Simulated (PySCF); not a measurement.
Bond length, frequency and bond energy of SrMg by level of theory

State: ¹Σ⁺ (singlet), closed shell. Set-up: basis Sr def2-SVPD with ECP28, Mg def2-SVPD; scalar-relativistic core potentials; PySCF 2.14. De refers to Sr + Mg in their ground configurations, without counterpoise correction. A positive dipole means Sr(−)Mg(+). Levels whose curve was spin-contaminated or gave no clean fit are not listed.

```
      Level  Re (Å)  ωe (cm⁻¹)  De (eV)  μ (D)  CPU s a point (SCF and correlation, without the integrals)
    RHF-MP2   4.398       40.7    0.090    n/a                                                       0.092
RHF-SCS-MP2   4.650       26.3    0.064    n/a                                                         n/a
RHF-CCSD(T)   4.344       41.8    0.086    n/a                                                         1.8
        PBE   4.003       80.3    0.185  -0.42                                                        0.46
     revPBE   4.066       75.4    0.140  -0.45                                                        0.34
       BLYP   4.239       52.8    0.045  -0.29                                                        0.36
     r²SCAN   4.025       80.9    0.171  -0.34                                                        0.62
       PBE0   4.082       73.2    0.149  -0.27                                                         1.2
        M06   4.002       74.1    0.152  -0.20                                                        0.62
      HSE06   4.064       74.3    0.158  -0.28                                                        0.75
```

The bond length runs from 4.002 Å (M06) to 4.650 Å (RHF-SCS-MP2). De spans 0.05 eV (BLYP, GGA) to 0.18 eV (PBE, GGA).

Correlated steps freeze 1 core orbital. Closed-shell solutions of metal pairs were not tested for spin polarisation, which can lower them a little. The bond is weak. Basis-set superposition, not corrected here, can be much of De in a small basis, most of all at correlated wavefunction levels. Functionals without a dispersion term scatter widely for such bonds, and LDA overbinds them.

The whole job (state search and all levels along the bond) took about 2 min on 1 thread of Oxide Virtual Turin-like (shared host), peak memory 0.6 GiB.
